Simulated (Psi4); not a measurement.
tin monoxide (OSn), singlet, geometry from GFN2-xTB (such geometries of metal compounds can be far from the true shape) (core potentials on Sn); PBE/def2-SVP run with Psi4.

The Psi4 input:
```
memory 2 GB

molecule {
0 1
  Sn   -0.00000000   -0.00000000   -0.24879316
  O     0.00000000    0.00000000    1.55495727
}

set basis def2-svp

energy('pbe')
print_variables()
```

Q: What does Psi4 print? Leave out banner, timings and long lists.

A: 
```
   => Loading Basis Set <=

    Name: DEF2-SVP
    Role: ORBITAL
    Keyword: BASIS

    !!!  WARNING: ECP capability is in beta. Please check occupations closely.  !!!

         ---------------------------------------------------------
                                   SCF
               by Justin Turney, Rob Parrish, Andy Simmonett
                          and Daniel G. A. Smith
                              RKS Reference
         ---------------------------------------------------------

  ==> Geometry <==

    Molecular point group: c2v
    Full point group: C_inf_v

    Geometry (in Angstrom), charge = 0, multiplicity = 1:

       Center              X                  Y                   Z               Mass
    ------------   -----------------  -----------------  -----------------  -----------------
         SN           0.000000000000     0.000000000000    -0.212299090070   119.902201630000
         O            0.000000000000     0.000000000000     1.591451339930    15.994914619570

  Running in c2v symmetry.

  Rotational constants: A = ************  B =      0.36715  C =      0.36715 [cm^-1]
  Rotational constants: A = ************  B =  11006.91116  C =  11006.91116 [MHz]
  Nuclear repulsion =   51.634188149809610

  Charge       = 0
  Multiplicity = 1
  Electrons    = 30
  Nalpha       = 15
  Nbeta        = 15

  ==> Algorithm <==

  SCF Algorithm Type is DF.
  DIIS enabled.
  MOM disabled.
  Fractional occupation disabled.
  Guess Type is SAD.
  Energy threshold   = 1.00e-06
  Density threshold  = 1.00e-06
  Integral threshold = 1.00e-12

  ==> Primary Basis <==

  Basis Set: DEF2-SVP
    Blend: DEF2-SVP
    Number of shells: 16
    Number of basis functions: 40
    Number of Cartesian functions: 43
    Spherical Harmonics?: true
    Max angular momentum: 2

  Core potential: DEF2-SVP
    Number of shells: 4
    Number of ECP primitives: 18
    Number of ECP core electrons: 28
    Max angular momentum: 3

  ==> DFT Potential <==

   => LibXC <=

    Version 7.1.2
    S. Lehtola, C. Steigemann, M. J. T. Oliveira, and M. A. L. Marques,  SoftwareX 7, 1–5 (2018) (10.1016/j.softx.2017.11.002)

   => Composite Functional: PBE <=

    PBE GGA Exchange-Correlation Functional

    J.P. Perdew et. al., Phys. Rev. Lett., 77(18), 3865-3868, 1996

    Deriv               =              1
    GGA                 =           TRUE
    Meta                =          FALSE

    Exchange Hybrid     =          FALSE
    MP2 Hybrid          =          FALSE

   => Exchange Functionals <=

    1.0000     XC_GGA_X_PBE

   => Correlation Functionals <=

    1.0000     XC_GGA_C_PBE

   => LibXC Density Thresholds  <==

    XC_GGA_C_PBE:  1.00E-12
    XC_GGA_X_PBE:  1.00E-15

   => Molecular Quadrature <=

    Radial Scheme          =       TREUTLER
    Pruning Scheme         =           NONE
    Nuclear Scheme         =       TREUTLER

    Blocking Scheme        =         OCTREE
    BS radius alpha        =              1
    Pruning alpha          =              1
    Radial Points          =             75
    Spherical Points       =            302
    Total Points           =          42590
    Total Blocks           =            395
    Max Points             =            255
    Max Functions          =             40
    Weights Tolerance      =       1.00E-15

   => Loading Basis Set <=

    Name: (DEF2-SVP AUX)
    Role: JKFIT
    Keyword: DF_BASIS_SCF

  ==> Integral Setup <==

  SCF_SUBTYPE=INCORE selected. In-core MEM_DF algorithm will be used.
  Using in-core AOs.

  ==> MemDFJK: Density-Fitted J/K Matrices <==

    J tasked:                   Yes
    K tasked:                    No
    wK tasked:                   No
    Algorithm:                 Core
    Schwarz Cutoff:           1E-12
    Mask sparsity (%):       0.0000
    Fitting Condition:        1E-10

   => Auxiliary Basis Set <=

  Basis Set: (DEF2-SVP AUX)
    Blend: DEF2-UNIVERSAL-JKFIT
    Number of shells: 71
    Number of basis functions: 295
    Number of Cartesian functions: 402
    Spherical Harmonics?: true
    Max angular momentum: 5

  Minimum eigenvalue in the overlap matrix is 3.2012044112E-02.
  Reciprocal condition number of the overlap matrix is 9.7633482542E-03.
    Using symmetric orthogonalization.

  ==> Pre-Iterations <==

  SCF Guess: Superposition of Atomic Densities via on-the-fly atomic UHF (no occupation information).

   -------------------------
    Irrep   Nso     Nmo
   -------------------------
     A1        19      19
     A2         3       3
     B1         9       9
     B2         9       9
   -------------------------
    Total      40      40
   -------------------------

  ==> Iterations <==

                           Total Energy        Delta E     RMS |[F,P]|

   @DF-RKS iter SAD:  -287.87051381725962   -2.87871e+02   0.00000e+00
   @DF-RKS iter   1:  -288.90158536851146   -1.03107e+00   4.33916e-02 DIIS/ADIIS
   @DF-RKS iter   2:  -282.23366403773753    6.66792e+00   1.03674e-01 ADIIS
   @DF-RKS iter   3:  -288.13017700884149   -5.89651e+00   6.84248e-02 DIIS/ADIIS
   @DF-RKS iter   4:  -289.36183522302144   -1.23166e+00   8.06250e-03 DIIS/ADIIS
   @DF-RKS iter   5:  -289.35483661925167    6.99860e-03   8.60802e-03 DIIS/ADIIS
   @DF-RKS iter   6:  -289.37377231605865   -1.89357e-02   9.06897e-04 DIIS/ADIIS
   @DF-RKS iter   7:  -289.37400114416045   -2.28828e-04   3.08378e-04 DIIS/ADIIS
   @DF-RKS iter   8:  -289.37402848043331   -2.73363e-05   5.05486e-06 DIIS
   @DF-RKS iter   9:  -289.37402848793676   -7.50344e-09   3.88533e-06 DIIS
   @DF-RKS iter  10:  -289.37402849158315   -3.64639e-09   2.25167e-07 DIIS
  Energy and wave function converged.

  ==> Post-Iterations <==

   Electrons on quadrature grid:
      Ntotal   =   29.9999961832 ; deviation = -3.817e-06

    Orbital Energies [Eh]
    ---------------------

    Doubly Occupied:

[...]
    Virtual:

[...]
      19A1    51.645396

    Final Occupation by Irrep:
             A1    A2    B1    B2
    DOCC [     8,    1,    3,    3 ]
    NA   [     8,    1,    3,    3 ]
    NB   [     8,    1,    3,    3 ]

  @DF-RKS Final Energy:  -289.37402849158315

   => Energetics <=

    Nuclear Repulsion Energy =             51.6341881498096100
    One-Electron Energy =                -583.2158992499412307
    Two-Electron Energy =                 268.7384608764586460
    DFT Exchange-Correlation Energy =     -26.5307782679101507
    Empirical Dispersion Energy =           0.0000000000000000
    VV10 Nonlocal Energy =                  0.0000000000000000
    Total Energy =                       -289.3740284915831467

Computation Completed

Properties will be evaluated at   0.000000,   0.000000,   0.000000 [a0]

Properties computed using the SCF density matrix

 Multipole Moments:

 ------------------------------------------------------------------------------------
     Multipole            Electronic (a.u.)      Nuclear  (a.u.)        Total (a.u.)
 ------------------------------------------------------------------------------------

 L = 1.  Multiply by 2.5417464519 to convert [e a0] to [Debye]
 Dipole X            :          0.0000000            0.0000000            0.0000000
 Dipole Y            :          0.0000000            0.0000000            0.0000000
 Dipole Z            :        -16.5303035           15.2331404           -1.2971632
 Magnitude           :                                                    1.2971632

 ------------------------------------------------------------------------------------

  Variable Map:
  ----------------------------------------------------------------------------
[...]
  Array Variable Map:
  ----------------------------------------------------------------------------
[...]
[...]
```
